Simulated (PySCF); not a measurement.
Static response to an electric field

Compound: C5H11NSi.
Geometry (GFN2-xTB, Å), atoms numbered from 1 in this order:
```
atom  x, y, z in Å
N1     2.7043    0.4657   -1.0476
C2     2.6759    0.0258    0.1289
Si3    1.0349   -0.0304    1.0822
C4    -0.3637    0.6083   -0.0211
C5    -1.7685    0.5272    0.6076
C6    -2.0808   -0.6790   -0.2857
C7    -0.8258   -0.3783   -1.1134
H8     3.6174    0.4726   -1.5063
H9     3.5745   -0.3347    0.6552
H10    0.8149   -1.4256    1.4917
H11    1.1799    0.7949    2.2907
H12   -0.1126    1.5964   -0.4094
H13   -2.3868    1.3936    0.3759
H14   -1.8107    0.3477    1.6809
H15   -2.0134   -1.6237    0.2507
H16   -3.0285   -0.6454   -0.8207
H17   -1.0487    0.1154   -2.0574
H18   -0.1710   -1.2241   -1.3139
```

Level: CAM-B3LYP/def2-SVPD (PySCF), static field, nuclei fixed, core orbitals frozen in the response. The polarisability tensor in these axes (au):

```
x   101.22   1.25  -1.64
y     1.25  75.85  -2.05
z    -1.64  -2.05  91.70
```

Task: Give the principal values, the mean and the anisotropy Δα = √{½[(α1 − α2)² + (α2 − α3)² + (α1 − α3)²]}.

Result: Principal values 75.55, 91.63 and 101.59 au; mean 89.59 au = 13.28 Å³ = 14.77 × 10⁻⁴⁰ C²·m²/J; Δα = 22.76 au (25 % of the mean).

Task: What is the dipole moment, and where does it point?

Result: (0.78, -0.34, 0.45) D, 0.96 D in size, pointing from the negative to the positive side. Measured along this direction, the outermost atoms are H16 at the negative end and H9 at the positive end.

Task: Along which axes do the principal values lie, and how far do the nuclei extend along each?

Result: Largest value along (0.98, 0.06, -0.18), where the nuclei span 6.72 Å; middle along (0.18, -0.11, 0.98), 4.58 Å; least along (-0.04, 0.99, 0.12), 3.04 Å. The response follows the extents in order.

Task: Refractivity n − 1 of an ideal gas of it at 298.15 K and 1 atm, from the electronic α?

Result: N = p/kT = 2.4615 × 10¹⁹ cm⁻³, so n − 1 = 2π × N × 13.28 × 10⁻²⁴ cm³ = 2053 × 10⁻⁶ at long wavelengths, for an ideal gas.

Task: In TDDFT the mean static polarisability is Σ f/ω² over all singlet excitations (ω in hartree). How much of it do the 8 lowest give? Their energies (eV) and oscillator strengths: 4.39, 0.0023; 6.59, 0.0073; 6.86, 0.0021; 7.19, 0.0232; 7.63, 0.0420; 7.67, 0.0014; 7.74, 0.0022; 7.83, 0.0808.

Result: They add up to 2.14 au, 2.4 % of the 89.59 au; the largest single term is 0.98 au, from the state at 7.83 eV. Terms in order: 0.09, 0.12, 0.03, 0.33, 0.53, 0.02, 0.03, 0.98 au. Higher excitations give the rest. The strengths listed sum to 0.161.

Task: How large is μ²/3kT at 400 K beside α?

Result: In Gaussian units μ²/3kT = 5.59 Å³ against 13.28 Å³, a ratio of 0.42; the Debye molar polarisation (4π/3)N_A(α + μ²/3kT) is 47.6 cm³/mol, leaving out the vibrational part.

Task: Find the Langevin capture rate constant for H3O+ (19.018 u) meeting this molecule (113.066 u), k = 2.342 × 10⁻⁹ cm³/s × √(α in Å³ / reduced mass in u).

Result: The reduced mass is 16.28 u, so k = 2.11 × 10⁻⁹ cm³/s. The formula leaves out the permanent dipole, which adds to the capture rate.

Geometry: GFN2-xTB, one conformer, isolated molecule.
